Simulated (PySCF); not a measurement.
BP86 on V+ (vanadium, charge +1)

Configuration: [Ar] 3d4, high-spin 5D determinant. All numbers are calculated (PySCF 2.14, the spin-free X2C one-electron Hamiltonian (Gaussian nucleus), in Sapporo-DKH3-DZP-2012 (6s5p3d1f, 43 functions)).

- Total energy: -949.049 hartree
- One-electron energy: -1298.475 hartree
- Hartree (Coulomb) energy: 395.199 hartree
- Exchange-correlation energy: -45.773 hartree
- ⟨S²⟩: 6.0002
- ⟨L²⟩: 6.014
- Sum of ⟨r⟩: 16.58 bohr
- Sum of ⟨r²⟩: 22.97 bohr²
- Traceless quadrupole moment −½Σ⟨3z² − r²⟩ along its main axis: -0.734 e·bohr²
- Langevin diamagnetic susceptibility: -18.2 ×10⁻⁶ cm³/mol
- Time after the integrals: 0.74 s of wall time on 1 thread of Intel(R) Xeon(R) Platinum 8559C (shared host)

| shell | electrons | mean orbital energy (eV) | spread (eV) | rms radius, mean of both spins (bohr) |
| --- | --- | --- | --- | --- |
| 1s β | 1 | -5366.3 | 0 | 0.0768 |
| 1s α | 1 | -5366.3 | 0 | 0.0768 |
| 2s α | 1 | -605.02 | 0 | 0.335 |
| 2s β | 1 | -603.99 | 0 | 0.335 |
| 2p α | 3 | -505.64 | 0.379 | 0.304 |
| 2p β | 3 | -504.84 | 0.586 | 0.304 |
| 3s α | 1 | -74.086 | 0 | 1.03 |
| 3s β | 1 | -70.898 | 0 | 1.03 |
| 3p α | 3 | -48.124 | 0.557 | 1.12 |
| 3p β | 3 | -44.942 | 1.383 | 1.12 |
| 3d α | 4 | -9.962 | 0.887 | 1.77 |

Densities and radii are taken from the X2C orbitals without a picture-change correction, which distorts them close to the nucleus.
